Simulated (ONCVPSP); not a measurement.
## Si ONCV: all-electron and pseudo phase curves

ONCVPSP 4.0.1 input, shortened (lines: element, Z, core and valence counts, functional; n l f; lmax; l rc ep ncon nbas qcut; lloc lpopt rc5 dvloc0; l nproj debl; icmod fcfact rcfact), PBE, fully relativistic:

```
  Si 14.00    3    2        4      upf
    1    0    2.00
    2    0    2.00
    2    1    6.00
    3    0    2.00
    3    1    2.00
    2
    0    1.80    0.00    3    6    3.70
    1    2.40    0.00    3    7    2.70
    2    2.00    0.07    3    6    4.10
    4    5    1.20    0.00
    0    2    1.10
    1    2    1.10
    2    2    2.50
    3    3.25    1.65
```

Open shells are filled in proportion to 2j + 1.

The phase is arctan(r·R′/R) of the radial function R(r), unwrapped; energies in Ha, scanned from -2 to 5 Ha. A pole is an energy at which the radial function vanishes at the test radius. The pseudo phase is shifted by a multiple of π to meet the all-electron one at the reference energy, and phase errors are pseudo minus all-electron; the curves can meet again beyond the range given. Levels narrower than the energy grid can be missing from the lists of poles.

**Question.** For each channel, where are the poles, and over which energies does the pseudopotential scatter like the atom?

**Answer.**

```tsv
channel	radius (bohr)	reference energy (Ha)	poles, all-electron	poles, pseudo	unbroken range about the reference energy with phases within 0.05 rad	phase error 1 Ha above the reference energy (rad)
s	1.83	-0.40	1.58	1.57, 4.42	below 3.1	+0.000
p3/2	2.44	-0.15	0.67, 4.44	0.67, 4.10	below 2.1	-0.000
p1/2	2.44	-0.15	0.66, 4.43	0.66, 4.10	below 2.1	-0.000
d5/2	2.03	0.07	1.75	1.75	the whole range	-0.001
d3/2	2.03	0.07	1.75	1.75	the whole range	-0.001
```

Note: no bound ghost flagged; GHOST(+) flagged for s at 111.0 eV.

Phases in the d3/2 channel:

```tsv
E (Ha)	all-electron	pseudo
-1.98	1.254	1.253
-1.62	1.213	1.212
-1.26	1.154	1.154
-0.90	1.063	1.062
-0.54	0.902	0.901
-0.18	0.562	0.561
0.18	-0.169	-0.169
0.54	-0.903	-0.904
0.90	-1.251	-1.252
1.26	-1.425	-1.426
1.62	-1.537	-1.537
1.98	-1.628	-1.628
2.34	-1.725	-1.725
2.70	-1.864	-1.864
3.06	-2.160	-2.164
3.42	-3.082	-3.120
3.78	-4.057	-4.088
4.14	-4.365	-4.384
4.50	-4.494	-4.509
4.86	-4.566	-4.580
```
